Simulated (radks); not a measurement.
Task: Radial electron density D(r) = 4 pi r^2 rho(r) of an atom or ion with 14 electrons. Calculated with a radial shooting solver on a logarithmic mesh with Libxc functionals: Dirac Kohn-Sham, PBE, spin-unpolarised, spherical densities, finite nucleus; Fermi nuclear charge, rms radius of each element as measured or else 0.836 A^(1/3) + 0.57 fm.

| r (bohr) | D(r) (e/bohr) |
|---|---|
| 0.00458 | 0.4218 |
| 0.005869 | 0.6663 |
| 0.007582 | 1.057 |
| 0.009715 | 1.631 |
| 0.01245 | 2.474 |
| 0.01595 | 3.674 |
| 0.02044 | 5.308 |
| 0.02641 | 7.480 |
| 0.03384 | 9.966 |
| 0.04337 | 12.55 |
| 0.05557 | 14.71 |
| 0.07122 | 15.79 |
| 0.09199 | 15.24 |
| 0.1179 | 13.25 |
| 0.1511 | 10.88 |
| 0.1936 | 9.756 |
| 0.2501 | 10.85 |
| 0.3204 | 13.15 |
| 0.4106 | 14.29 |
| 0.5262 | 12.54 |
| 0.6743 | 8.437 |
| 0.8711 | 4.187 |
| 1.116 | 1.931 |
| 1.43 | 1.480 |
| 1.833 | 1.686 |
| 2.349 | 1.606 |
| 3.034 | 1.086 |
| 3.888 | 0.5199 |
| 4.983 | 0.1716 |
| 6.385 | 0.03725 |
| 8.182 | 0.004714 |

What is the nuclear charge?

Result: Z = 14. The innermost maximum, from 1s, lies near gamma/Z bohr with gamma = sqrt(1 - (Z/c)^2) = 0.995, here 0.0711 bohr (found: 0.0747), and its height grows with Z. The density is that of neutral silicon in [Ne] 3s0.5 3p3.5; the configuration itself is not fixed sharply by these data, and Z only to about a unit. D(r) has 3 maxima, at r = 0.0747, 0.404, 2.00 bohr, and minima at 0.195, 1.39 bohr, inside which lie 2.20, 10.33 electrons.
